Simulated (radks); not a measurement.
The numbers below are computed, except where a source is named.
Q: Level of theory: scalar-relativistic Kohn-Sham, PBE, spin-polarised, spherical densities, point nucleus; open shells are filled with parallel spins first (a radial shooting solver on a logarithmic mesh with Libxc functionals). Each species is in its NIST ground configuration. Rank P4+, Cl4+, Al4+, S4+, Ar4+, Mg4+, Si4+ by Delta-SCF ionisation energy (eV), largest first.

A: Si4+ 167.14, Al4+ 154.28, Mg4+ 140.90, Ar4+ 74.880, S4+ 72.559, Cl4+ 67.542, P4+ 65.663.
